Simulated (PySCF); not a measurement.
Br2W, SMILES [Br][W][Br] (connectivity only; charge and spin as stated), neutral, multiplicity 5.

The structure is a stationary point at PBE-D3(BJ)/def2-SVP. The spin state was assumed, not searched. The def2 effective core potentials stand for the cores of W; spin–orbit coupling is left out.

Level of theory: PBE-D3(BJ)/def2-SVP in PySCF.

Frequencies are harmonic and unscaled.

Problem. List the normal modes with their intensities. (Estimate from the structure and the level; the computed values follow.)

Solution. 
```csv
mode,ν (cm⁻¹),IR (km/mol),moving atoms (share of kinetic energy)
1,41,0.6,"Br 65 %, W 35 %"
2,237,2.7,"Br 89 %, W 11 %"
3,272,44.8,"Br 57 %, W 43 %"
```
